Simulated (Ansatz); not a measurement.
Reaction (formal exchange of groups at the Si–O bond): `C[O][Ti]([O]C)([O]C)[O][Si](O)(O)O` + CH₄ → `C[Si](O)(O)O` + `C[O][Ti]([OH])([O]C)[O]C`

Calculated with Ansatz (gas phase, PBE0-D4/def2-TZVP geometries, no zero-point term in ΔE). CCSD(T)/CBS is the MP2 limit (def2-TZVPP, def2-QZVPP) plus CCSD(T) − MP2 in def2-TZVPP, frozen cores. This one scheme is used for every species. Functionals use def2-TZVPP. B3LYP here is the variant with VWN-RPA as its local correlation; programs differ in this. For Ti outer-core shells are correlated without core-valence functions, which leaves a few kJ/mol of doubt a bond. Scalar relativity is left out up to krypton. Each species was taken in one conformer, which may not be the lowest.

`C[O][Ti]([O]C)([O]C)[O][Si](O)(O)O`:

Z-matrix (Å, degrees):
```
Ti
C 1 3.026
C 1 3.049 2 109.1
Si 1 3.281 2 96.5 3 146.0
O 1 1.769 2 94.5 3 -116.0
O 1 1.788 2 123.1 3 4.1
O 1 1.780 2 15.4 3 38.1
O 1 1.829 2 108.3 3 134.2
H 2 1.096 1 94.7 3 108.3
H 2 1.095 1 127.6 3 -9.5
H 2 1.095 1 107.1 3 -140.6
H 3 1.096 1 94.4 2 10.7
H 3 1.096 1 110.8 2 -101.0
H 3 1.095 1 124.8 2 126.7
O 4 1.637 1 95.6 2 97.4
O 4 1.635 1 104.4 2 -11.4
O 4 1.637 1 128.7 2 -136.1
C 5 1.393 1 154.4 2 -117.1
H 15 0.958 4 115.8 1 -156.2
H 16 0.958 4 116.0 1 -101.1
H 17 0.958 4 116.2 1 -34.1
H 18 1.095 5 110.1 1 -103.8
H 18 1.094 5 110.4 1 16.8
H 18 1.095 5 109.8 1 136.9
```

CH₄:

```xyz
5

C     0.000    0.000    0.000
H     1.014   -0.091   -0.390
H    -0.712   -0.311   -0.764
H    -0.192    1.037    0.275
H    -0.109   -0.635    0.879
```

`C[Si](O)(O)O`:

Cartesian coordinates in Å:
```
C 0.819 -0.149 1.225
Si -0.130 0.001 -0.352
O 0.650 0.889 -1.488
O -1.562 0.790 -0.152
O -0.321 -1.530 -0.900
H 0.964 0.830 1.687
H 0.298 -0.791 1.940
H 1.801 -0.589 1.037
H 0.293 1.762 -1.657
H -2.195 0.419 0.464
H -0.618 -1.631 -1.806
```

`C[O][Ti]([OH])([O]C)[O]C`:

Cartesian coordinates in Å:
```
C 1.142 2.471 -0.117
O 0.794 1.256 -0.699
Ti -0.257 -0.182 -0.556
O -1.354 -0.299 -1.997
O -1.256 0.005 0.913
C -2.532 0.046 1.464
O 0.749 -1.653 -0.434
C 2.025 -2.184 -0.278
H 0.852 3.300 -0.771
H 0.649 2.602 0.853
H 2.226 2.518 0.036
H -1.516 -1.049 -2.569
H -2.707 -0.840 2.084
H -3.300 0.082 0.682
H -2.640 0.934 2.096
H 2.171 -3.017 -0.974
H 2.797 -1.431 -0.475
H 2.160 -2.561 0.742
```

| level | ΔE (kJ/mol) |
| --- | --- |
| B3LYP | 142.6 |
| MP2/def2-QZVPP | 152.6 |

(1) What does CCSD(T)/CBS give? (Estimate.)

Largest T1 diagnostic among the species: 0.022, so the coupled-cluster value is less sure than usual.

Results:

(1) Ansatz gave: +151.9 kJ/mol. The listed levels differ from it by -9.3, 0.7 kJ/mol.

From PBE to PBE0 (25 % exact exchange), in def2-TZVPP and without D4, ΔE moves by +6.8 kJ/mol. In def2-TZVPP, CCSD(T) changes the Hartree–Fock value by −8.8 kJ/mol (the triples alone add −0.1 kJ/mol) and MP2 by −9.7 kJ/mol. The D4 term adds +10.7 kJ/mol with B3LYP and +7.2 kJ/mol with PBE0; it sums over pairs of atoms, weighted by their polarisabilities, and B3LYP, whose exchange is more repulsive, gets the larger term.
